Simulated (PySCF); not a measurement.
**SI₃⁺: breathing scan**

These are results of PySCF, PBE0, basis S def2-SVP, I def2-SVP with ECP28 (scalar-relativistic core potentials, no spin–orbit coupling, density fitting), not measurements.

Rigid scan from the singlet minimum (S–I 2.426 Å (×3); I–S–I 107.2° (×3)). Coordinate: all bonds to the central atom scaled together. Energies in kJ/mol from the minimum.

Q: Predict the curve at 0.88, 0.92, 0.96, 1.00, 1.04, 1.08, 1.14, 1.22, 1.35.

A: 
```json
{"scale of all bonds to the centre": "0.88", "E (kJ/mol)": "235.4", "dipole size (D, about the centre of mass)": "0.28"}
{"scale of all bonds to the centre": "0.92", "E (kJ/mol)": "89.7", "dipole size (D, about the centre of mass)": "0.24"}
{"scale of all bonds to the centre": "0.96", "E (kJ/mol)": "19.3", "dipole size (D, about the centre of mass)": "0.20"}
{"scale of all bonds to the centre": "1.00", "E (kJ/mol)": "0.0", "dipole size (D, about the centre of mass)": "0.15"}
{"scale of all bonds to the centre": "1.04", "E (kJ/mol)": "14.7", "dipole size (D, about the centre of mass)": "0.11"}
{"scale of all bonds to the centre": "1.08", "E (kJ/mol)": "51.5", "dipole size (D, about the centre of mass)": "0.07"}
{"scale of all bonds to the centre": "1.14", "E (kJ/mol)": "130.8", "dipole size (D, about the centre of mass)": "0.03"}
{"scale of all bonds to the centre": "1.22", "E (kJ/mol)": "255.5", "dipole size (D, about the centre of mass)": "0.01"}
{"scale of all bonds to the centre": "1.35", "E (kJ/mol)": "456.8", "dipole size (D, about the centre of mass)": "0.07"}
```

At long bonds a restricted determinant can lie too high, and another spin state can fall below this curve.

The scan took 19 s on 2 threads of a shared Arm Neoverse V2 host; the process peaked at 1.1 GiB.
